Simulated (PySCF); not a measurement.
Species: BrF2HSi.
SMILES: `F[SiH](F)Br`

Theory: PySCF, PBE0-D3(BJ)/def2-SVP geometry optimisation, gas phase.

Take the most abundant isotopes and a rigid rotor. 

**Question.** What are A, B and C (MHz)?

**Answer.** Ia = 74.18, Ib = 249.97, Ic = 302.40 u·Å²; 505379 MHz·u·Å²/I gives A = 6812, B = 2022, C = 1671 MHz.

**Question.** What kind of rotor is it?

**Answer.** An asymmetric top: κ = (2 × 2022 − 6812 − 1671)/(6812 − 1671) = -0.86.

**Question.** Is it planar, by Δ = Ic − Ia − Ib?

**Answer.** Not planar: Δ = Ic − Ia − Ib = -21.76 u·Å². For a rigid frame Δ = −2 Σ m c², so Σ m c² = 10.88 u·Å² lies off the ab plane: 3.46 from hydrogen and 7.42 from heavier atoms. The atom farthest from that plane is 1.85 Å away.

**Question.** Give the other two planar moments, Paa and Pbb, and the rms extents of the mass along the axes.

**Answer.** Paa = Σ m a² = (Ib + Ic − Ia)/2 = 239.09 and Pbb = Σ m b² = (Ia + Ic − Ib)/2 = 63.31 u·Å². With the mass M = 145.90 u, the rms extents √(P/M) along a, b and c are 1.28, 0.66, 0.27 Å.

**Question.** Give the coordinates in the principal-axis frame, origin at the centre of mass.

**Answer.** The sense of each axis is arbitrary; atoms in the order of the calculation.
```
atom  mass (u)   a (Å)   b (Å)   c (Å)
  F1    18.998  -1.655   1.291  -0.268
 Si2    27.977  -0.981   0.000   0.404
  F3    18.998  -1.658  -1.290  -0.268
 Br4    78.918   1.161   0.000  -0.038
  H5     1.008  -1.238   0.000   1.853
```

**Question.** List the rotational levels J(Ka,Kc) to J = 3 (MHz).

**Answer.** Above 0(0,0):
J = 1: 1(0,1) 3693, 1(1,1) 8484, 1(1,0) 8834
J = 2: 2(0,2) 11060, 2(1,2) 15519, 2(1,1) 16571, 2(2,1) 30943, 2(2,0) 30961
J = 3: 3(0,3) 22065, 3(1,3) 26061, 3(1,2) 28163, 3(2,2) 42022, 3(2,1) 42114, 3(3,1) 66863, 3(3,0) 66864
The levels of one J sum to (2J + 1)J(J + 1)(A + B + C)/3.

**Question.** Predict some low-J microwave lines.

**Answer.** The dipole components are |μa| = 0.32 D, |μb| = 0.00 D, |μc| = 1.30 D; the mirror of this Cs structure is the ac plane, so μb vanishes by symmetry and there are no b-type lines. Intensities carry the squares of the components, which stand as 0.06 : 1.00 (a : c). Some lines, for components of 0.1 D or more:

```tsv
type	branch	J(Ka,Kc)	MHz	lower level (cm⁻¹)
a	Q	2(1,1) ← 2(1,2)	1052	0.518
c	Q	4(1,4) ← 4(0,4)	3442	1.223
c	Q	2(1,2) ← 2(0,2)	4459	0.369
a	R	2(1,2) ← 1(1,1)	7035	0.283
a	R	2(0,2) ← 1(0,1)	7367	0.123
c	R	2(1,1) ← 1(0,1)	12878	0.123
a	R	4(0,4) ← 3(0,3)	14590	0.736
c	R	2(2,0) ← 1(1,0)	22127	0.295
c	Q	3(3,1) ← 3(2,1)	24749	1.405
c	R	4(4,0) ← 3(3,0)	49536	2.230
```

**Question.** Estimate the classical rotational partition function at 100 K, 200 K and 298.15 K.

**Answer.** Point group Cs, symmetry number σ = 1; q = (√π/σ)·√((kT/h)³/(ABC)), k/h = 20836.6 MHz/K: 35100 at 100 K, 99400 at 200 K, 181000 at 298.15 K.

PBE0-D3(BJ)/def2-SVP frequencies: not computed here. These are rigid-rotor constants of the computed structure; measured ground-state constants (B0) also hold zero-point vibration. Quadrupole hyperfine structure (79Br) is left out.
